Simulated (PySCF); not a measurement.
Compound: C3HN3S.
Cartesian coordinates in Å at the PBE0-D3(BJ)/def2-SVP level; atoms count from 1:
```xyz
8
C3HN3S angstrom
N      2.912   -0.388    0.042
C      1.755   -0.368   -0.009
C      0.328   -0.291   -0.065
C     -0.432    0.921    0.045
N     -1.724    0.726   -0.038
S     -1.971   -0.885   -0.241
N     -0.413   -1.372   -0.228
H     -0.018    1.922    0.182
```

Method used: MP2 and CCSD/aug-cc-pVDZ in PySCF, restricted Hartree–Fock reference, frozen core, non-relativistic, gas phase, PBE0-D3(BJ)/def2-SVP geometry.

E(HF) = -675.05021 Eh.

(1) How large is the problem?

(2) What are the MP2 and CCSD correlation energies?

(3) What is the T1 diagnostic?

(4) How does correlation change the dipole moment?

Results:

(1) 174 basis functions and 56 electrons; 11 orbitals frozen, which leaves o = 17 correlated occupied and v = 146 virtual orbitals. That is o·v = 2482 singles and o·v(o·v + 1)/2 = 3081403 distinct closed-shell doubles amplitudes before symmetry; the costliest CCSD step grows as o²v⁴ = 1.3 × 10^11.

(2) MP2 -1.0354 Eh and CCSD -1.0428 Eh, which gives totals of -676.08559 and -676.09299 Eh. That is 0.835 eV for each correlated electron at CCSD (2738 kJ/mol in all, 0.154 % of the total energy); MP2 gives 99.3 % of the CCSD value.

(3) 0.0160, below the customary warning level of 0.02. It is the norm of the spatial-orbital singles amplitudes over the root of the number of correlated electrons, so the norm is 0.093.

(4) HF gives 2.94 D and CCSD (unrelaxed density) 2.84 D, a change of -0.10 D.

Connected triples and the basis-set limit are missing.
